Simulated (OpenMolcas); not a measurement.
Pt6+ among 5 point charges of -1.5 e arranged as a trigonal bipyramid (D3h). The axial distance is 1.04 times the equatorial one, R.

```yaml
Program: OpenMolcas 26.06
Method: CASSCF
Basis: ANO-RCC-VDZP [7s6p4d2f]
Scalar_Hamiltonian: DKH2, point nucleus
Active_space: 4 electrons in 5 orbitals (5d)
State_averaging: 2S+1 = 5 even, 5 roots; 2S+1 = 3 even, 45 roots; 2S+1 = 1 even, 50 roots
Spin-orbit_coupling: state interaction with AMFI integrals over the reference wave functions
```

All point charges move together. At R = 1.71 Å the first state of the same spin is 7003 cm-1, and at R = 1.81 Å it is 5568 cm-1.

Task: A third run gives 3591 cm-1. What distance was it run at?

Result: With a power law R^-n the two known points give n = -ln(5568 / 7003) / ln(1.81 / 1.71) = 4.03. Then R = 1.71 × (7003 / 3591)^(1/4.03) = 2.018 Å. The run was at 2.02 Å, so the estimate is off by -0.002 Å.

Without dynamic correlation the repulsion within the d shell is too large (B by tens of per cent), so at a given field states of lower spin stand too high. Point charges give a weaker field than real ligands, and real ions of this kind are as a rule low spin; the high spin found here belongs to the model. Spin-orbit coupling mixes the spin-free states strongly: the lowest level takes only 24 % from its leading state, 5A1 (figures for R = 1.71; the like holds for R = 1.81, R = 2.02). The ground term spreads over less than 5000 cm-1, several times less than with real ligands, so orbital moments are less quenched and χT lies further from the spin-only value than at real sites (holds for R = 2.02). Point charges carry no covalency, so the field is a model and not that of real ligands. No measured value stands beside these numbers.
